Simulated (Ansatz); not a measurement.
Reaction (ligand exchange at a Ga–C bond): `O=[CH][GaH2]` + H–F → `[F][GaH2]` + `C=O`

Isolated molecules relaxed with PBE0-D4/def2-TZVP in Ansatz; ΔE leaves out vibrations. CCSD(T)/CBS is the MP2 limit (def2-TZVPP, def2-QZVPP) plus CCSD(T) − MP2 in def2-TZVPP, frozen cores. This one scheme is used for every species. For Ga outer-core shells are correlated without core-valence functions, which leaves a few kJ/mol of doubt a bond. Scalar relativity is left out up to krypton.

| species | HF/CBS(def2) energy (Eh) |
| --- | --- |
| `O=[CH][GaH2]` | -2037.77422 |
| H–F | -100.07071 |
| `[F][GaH2]` | -2023.97803 |
| `C=O` | -113.92387 |

Problem. Work out ΔE.

Solution. ΔE = (-2023.97803) + (-113.92387) − (-2037.77422) − (-100.07071) = -0.05697 Eh = -35.7 kcal/mol. CCSD(T)/CBS gives -28.4 kcal/mol.

Largest T1 diagnostic among the species: 0.017.

The D4 term adds +1.1 kcal/mol with B3LYP and +0.6 kcal/mol with PBE0; it sums over pairs of atoms, weighted by their polarisabilities, and B3LYP, whose exchange is more repulsive, gets the larger term. From BLYP to BHLYP (50 % exact exchange), in def2-TZVPP and without D4, ΔE moves by −1.9 kcal/mol. Leaving LDA and LC-ωPBE aside and taking each functional with its dispersion term where it has one, the values, not all of them listed here, spread over 4.9 kcal/mol, from B97M-V to revPBE-D4. LDA lies +1.8 kcal/mol from PBE without D4.

B3LYP here is the variant with VWN-RPA as its local correlation; programs differ in this.
